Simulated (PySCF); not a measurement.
AlH3, SMILES [AlH3] (connectivity only; charge and spin as stated), charge -1, multiplicity 2.

Coordinates come from a B3LYP-D3(BJ)/def2-TZVPD optimisation. The spin state was assumed, not searched. The isomer is the one that the SMILES or the coordinates give; other isomers of the formula were not compared.

All values below come from B3LYP-D3(BJ)/def2-TZVPD run with PySCF 2.14.0.

Frequencies are harmonic and unscaled.

Modes within 1.5 cm⁻¹ of each other (mostly degenerate sets) share a row, with their intensities summed.

| mode | ν (cm⁻¹) | IR (km/mol) | moving atoms (share of kinetic energy) |
|---|---|---|---|
| 1 | 670 | 327.7 | H 91 %, Al 9 % |
| 2–3 | 757 | 304.9 | H 96 % |
| 4–5 | 1662 | 1228.2 | H 95 % |
| 6 | 1684 | 230.6 | H 99 % |
